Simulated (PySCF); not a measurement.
Species: digermathiane, Ge2H6S.
SMILES with atom numbers: `[GeH3:1][S:2][GeH3:3]` (hydrogens: H4, H5, H6 on Ge1; H7, H8, H9 on Ge3)

Computed by this run: PBE0-D3(BJ)/def2-SVP geometry optimisation, gas phase (PySCF); density fitting, grid level 1; the optimiser is geomeTRIC in internal coordinates, started from a GFN2-xTB structure with every atom displaced at random (about 0.03 Å).

Step 0: E = -123934.5064 eV
```
atom  x, y, z in Å  |  force x, y, z in eV/Å
Ge1     1.7895   -0.2327    0.0551   -1.293   1.161  -0.769
S2      0.0835    0.6220   -1.2357    0.536  -0.316   0.254
Ge3    -1.7770    0.1988   -0.0708    2.213   1.029   1.983
H4      2.5620   -1.2194   -0.7236    0.449  -0.955  -0.603
H5      2.6820    0.9333    0.3182    0.558   0.695   0.229
H6      1.1888   -0.7183    1.3208   -0.347  -0.509   0.828
H7     -1.4006   -0.7596    1.0767   -0.085  -0.095  -0.061
H8     -2.6896   -0.3718   -0.9842   -1.920  -1.075  -1.738
H9     -2.2787    1.4901    0.5948   -0.110   0.065  -0.122
```

Step 1: E = -123934.8081 eV
```
atom  x, y, z in Å  |  force x, y, z in eV/Å
Ge1     1.7649   -0.1857    0.0502   -0.110   0.268  -0.120
S2      0.1140    0.6261   -1.2414    0.079  -0.096   0.019
Ge3    -1.7240    0.1944   -0.0482    0.071  -0.044   0.034
H4      2.5124   -1.2669   -0.7590   -0.070   0.016   0.131
H5      2.7235    0.9921    0.3425   -0.053  -0.143   0.025
H6      1.1328   -0.7200    1.3513    0.131  -0.051  -0.072
H7     -1.3708   -0.7868    1.0864   -0.041  -0.059  -0.078
H8     -2.7589   -0.4067   -1.0272    0.068   0.098   0.149
H9     -2.2339    1.4961    0.5965   -0.075   0.012  -0.089
```

Q: Estimate the geometry and energy of step 2. (The exact step hangs on the optimiser's Hessian estimate; all steps are aligned on step 1, rigid shifts and turns removed.)

A: E = -123934.8215 eV, largest force 0.111 eV/Å
```
atom  x, y, z in Å  |  force x, y, z in eV/Å
Ge1     1.7604   -0.1698    0.0457   -0.024   0.101  -0.038
S2      0.1137    0.6149   -1.2499    0.012  -0.045  -0.016
Ge3    -1.7176    0.1920   -0.0448   -0.005  -0.012   0.016
H4      2.5031   -1.2657   -0.7396   -0.020  -0.010   0.045
H5      2.7275    0.9914    0.3430   -0.015  -0.031   0.014
H6      1.1561   -0.7173    1.3501    0.040  -0.028  -0.012
H7     -1.3829   -0.8127    1.0721   -0.007  -0.029  -0.038
H8     -2.7670   -0.3866   -1.0149    0.042   0.049   0.064
H9     -2.2333    1.4964    0.5895   -0.022   0.007  -0.035
```

The energy changes by -0.0133 eV. The first-order estimate −F·Δx gives -0.0199 eV and the mean of the old and new forces, exact on a quadratic surface, -0.0137 eV. The step makes an angle of 46° with the force vector and moves no atom by more than 0.032 Å.

The cost below is that of the whole optimisation. On one thread of an Arm Neoverse V1, shared host with 32 logical CPUs at a one-minute load of 24, this took 2.1 min wall and 0.43 GiB of memory at its peak.
